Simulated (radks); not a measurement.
F, configuration [He] 2s2 2p5. All-electron calculation, scalar-relativistic Kohn-Sham, PBE, spin-polarised, spherical densities, finite nucleus; open shells are filled with parallel spins first; Fermi nuclear charge, rms radius 2.8976 fm. Program: a radial shooting solver on a logarithmic mesh with Libxc functionals. Some entries of the table are withheld. Estimate them.

orbital  occ.  eigenvalue (eV)  <r> (bohr)  <r^2> (bohr^2)
1s up       1        -663.6176      0.1764         0.04202
1s down     1        -662.9088      0.1762         0.04193
2s up       1              (1)      0.9984             (2)
2s down     1              (3)       1.010             (4)
2p up       3              (5)       1.089           1.583
2p down     2              (6)       1.127           1.714

Answer. 
(1) 2s up eigenvalue (eV): -30.6717
(2) 2s up <r^2> (bohr^2): 1.215
(3) 2s down eigenvalue (eV): -28.9661
(4) 2s down <r^2> (bohr^2): 1.246
(5) 2p up eigenvalue (eV): -11.8538
(6) 2p down eigenvalue (eV): -10.2253
